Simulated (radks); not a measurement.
Spherical quantum dot in the effective-mass picture: electrons in a parabolic well V = omega^2 r^2 / 2 with omega = 0.0682, with a point charge +1 (a donor) at the centre, all in effective atomic units (hartree* = m*/eps^2 hartree, bohr* = eps/m* bohr), one dielectric constant everywhere. Method: non-relativistic Kohn-Sham, exchange-only LDA, spin-polarised, spherical densities; computed with a radial shooting solver with Libxc functionals. Levels are named by radial order and angular momentum (1s, 1p, 1d, 2s, ...), and open shells are averaged over m. At N = 22 the configuration is 1s2 1p(up 3, down 0) 1d(up 5, down 0) 2s(up 1, down 0) 1f(up 7, down 0) 2p(up 2, down 0) 1g(up 2, down 0). Does electron 23 go into 2p up or 3s up or 1g up?

Answer. Into 1g up. The total energies of the other choices lie higher by 0.000254 hartree* (2p up), 0.00240 hartree* (3s up).
